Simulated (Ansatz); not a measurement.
CH₃FIIn (`[F][InH][CH2]I`), relaxed with RKS PBE0-D4/def2-TZVP in the Gaussian-basis code of Ansatz from a GFN2-xTB geometry. The force threshold is 0.005 eV/Å; the program also tests the step.

Total charge 0; spin multiplicity 1. In, I: def2 effective core potential.

Start:

```xyz
7

F    -0.154   -2.074    1.666
In    0.732   -0.620    0.691
C    -0.552    0.253   -0.881
I    -0.312    2.298   -0.247
H     2.129   -0.006    1.428
H    -1.590   -0.030   -0.736
H    -0.254    0.179   -1.921
```

Question: By how much does the energy fall, and how many steps does the optimiser take? (An estimate is asked.)

Answer: Computed: 3.13 kcal/mol, in 16 steps, 2 of them rejected.

Question: Which bonds change most? (Estimate.)

Answer: Computed: In2–C3 from 2.210 to 2.136 Å; C3–H7 from 1.084 to 1.086 Å; C3–I4 from 2.155 to 2.157 Å.

Question: Give the relaxed structure. (Estimate.)

Answer: Computed: 
```xyz
7

F    -0.385   -1.609    1.876
In    0.764   -0.557    0.683
C    -0.470    0.251   -0.862
I    -0.828    2.240   -0.111
H     2.381   -0.469    1.188
H    -1.442   -0.230   -0.932
H    -0.019    0.374   -1.842
```
